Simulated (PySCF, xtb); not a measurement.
SnFBr, SMILES [F][Sn][Br] (connectivity only; charge and spin as stated), neutral, multiplicity 1.

Harmonic wavenumbers (cm⁻¹) from GFN2-xTB in xtb at its own minimum, in rising order: 108, 243, 396.

What does B3LYP-D3(BJ)/def2-TZVP run with PySCF give at its own minimum? (An estimate is asked for; the answer gives what the named calculation found.)

133, 238, 575. Paired by order, the mean absolute difference is 70 cm⁻¹ and the zero-point energies are 1.1 and 1.4 kcal/mol.
